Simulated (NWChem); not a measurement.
Species: GeI cation, singlet

```xyz
2

Ge     0.0000     0.0000    -1.5051
I      0.0000     0.0000     0.9008
```
Atoms are numbered in this order, from 1.

Computed with NWChem. Low-valent species are run as closed-shell singlets; no triplet was tried in these runs. The geometry was optimised at PBE0/def2-SVP. def2 effective core potentials on I; no spin-orbit coupling. Vertical excitations in the gas phase; the lowest state need not have the same character in each row.

```json
[
 {"level": "PBE/def2-SVPD, TDA", "lowest excitation, singlet (eV)": "3.38", "oscillator strength of that lowest state": "0.000", "orbital gap (eV)": "3.38"},
 {"level": "B3LYP/def2-SVPD, TDA", "lowest excitation, singlet (eV)": "3.44", "oscillator strength of that lowest state": "0.000", "orbital gap (eV)": "4.66"},
 {"level": "PBE0/def2-SVPD, TDA", "lowest excitation, singlet (eV)": "3.57", "oscillator strength of that lowest state": "0.000", "orbital gap (eV)": "5.10"}
]
```
